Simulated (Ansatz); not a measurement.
Relaxation of C₂H₈FNOSi (14 atoms, charge 0, multiplicity 1), to a largest force component of 0.02 eV/Å in at most 50 steps.

These are results of RKS PBE0/6-31G* (Ansatz 0.2.0), not measurements.

```xyz
14
Properties=species:S:1:pos:R:3:forces:R:3
N -1.691 -0.923 0.210 -1.37 1.94 -0.88
C -0.438 -0.327 -0.166 0.10 -0.30 1.34
Si 0.911 -1.458 0.521 1.36 0.34 1.06
O -0.377 1.043 0.273 -0.42 -0.14 0.31
C 0.426 1.860 -0.487 -1.06 1.56 1.53
F 0.019 1.867 -1.765 -0.06 -0.16 -1.44
H -2.413 -0.297 -0.263 0.74 -1.25 0.53
H -1.843 -0.673 1.184 0.10 -0.35 0.31
H -0.353 -0.349 -1.216 -0.06 0.02 -1.62
H 0.902 -2.819 -0.043 -0.15 -0.15 -0.23
H 0.822 -1.568 2.038 -0.13 0.06 -0.56
H 2.291 -0.850 0.243 -0.57 -0.24 0.06
H 0.295 2.918 -0.111 0.20 -1.07 -0.01
H 1.438 1.547 -0.389 1.32 -0.26 -0.40
```

Q: Where does it end, and by what steps?

A: It converged. The force dipped under the threshold on the way, but the program's further checks kept it going. After 9 steps the energy has fallen by 0.342 eV; H14 moved furthest, 0.45 Å.

```tsv
step	energy less start (eV)	largest force component (eV/Å)	accepted
0	0.0000	1.940	yes
1	-0.2617	0.984	yes
2	-0.3169	0.327	yes
3	-0.3290	0.221	yes
4	-0.3383	0.109	yes
5	-0.3393	0.155	yes
6	-0.3414	0.029	yes
7	-0.3418	0.032	yes
8	-0.3421	0.014	yes
9	-0.3423	0.019	yes
```

```xyz
14
Properties=species:S:1:pos:R:3
N -1.700 -0.867 0.196
C -0.432 -0.328 -0.162
Si 0.941 -1.414 0.609
O -0.292 1.046 0.294
C 0.447 1.843 -0.540
F -0.223 2.076 -1.726
H -2.455 -0.337 -0.233
H -1.838 -0.838 1.201
H -0.364 -0.328 -1.257
H 1.048 -2.721 -0.094
H 0.593 -1.637 2.041
H 2.256 -0.715 0.534
H 0.591 2.799 -0.029
H 1.415 1.392 -0.806
```

Run time: 34 s on 2 threads of Arm Neoverse V2 (shared host), peak memory 0.26 GiB.
